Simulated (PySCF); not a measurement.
Ga(Me)2(tBu), SMILES [CH3][Ga]([CH3])[C](C)(C)C (C6H15Ga) (GFN2-xTB optimised geometry):

```
22

Ga     0.247     0.633     0.000
C     -0.795     2.407     0.000
H     -0.119     3.248    -0.175
H     -1.297     2.574     0.957
H     -1.564     2.425    -0.777
C      2.304     0.633     0.000
H      2.705     0.104    -0.869
H      2.707     0.144     0.891
H      2.686     1.657    -0.024
C     -0.803    -1.188    -0.018
C     -1.124    -1.579    -1.464
C      0.061    -2.277     0.619
C     -2.108    -1.025     0.761
H     -1.677    -2.521    -1.500
H     -0.205    -1.699    -2.041
H     -1.732    -0.807    -1.942
H      1.015    -2.360     0.093
H      0.267    -2.038     1.665
H     -0.437    -3.248     0.580
H     -1.902    -0.793     1.808
H     -2.701    -0.209     0.340
H     -2.707    -1.937     0.722
```

Method: PBE0/def2-SVP (PySCF).

Problem. What are the frontier orbital energies and the dipole moment?

Solution. HOMO-2 -8.99 eV, HOMO-1 -7.39 eV, HOMO -6.44 eV, LUMO -0.75 eV, LUMO+1 0.67 eV; dipole moment 0.20 D.

On the same geometry PBE/def2-SVP run with PySCF 2.14.0 gives HOMO-2 -7.58 eV, HOMO-1 -6.16 eV, HOMO -5.30 eV, LUMO -1.54 eV, LUMO+1 -0.16 eV; dipole moment 0.21 D.

Meta-Löwdin charges at PBE0/def2-SVP: Ga1 0.56, C2 -0.52, H3 0.11, H4 0.11, H5 0.11, C6 -0.52, H7 0.11, H8 0.11, H9 0.11, C10 -0.10, C11 -0.29, C12 -0.29, C13 -0.29, H14 0.09, H15 0.09, H16 0.09, H17 0.09, H18 0.09, H19 0.09, H20 0.09, H21 0.09, H22 0.09.
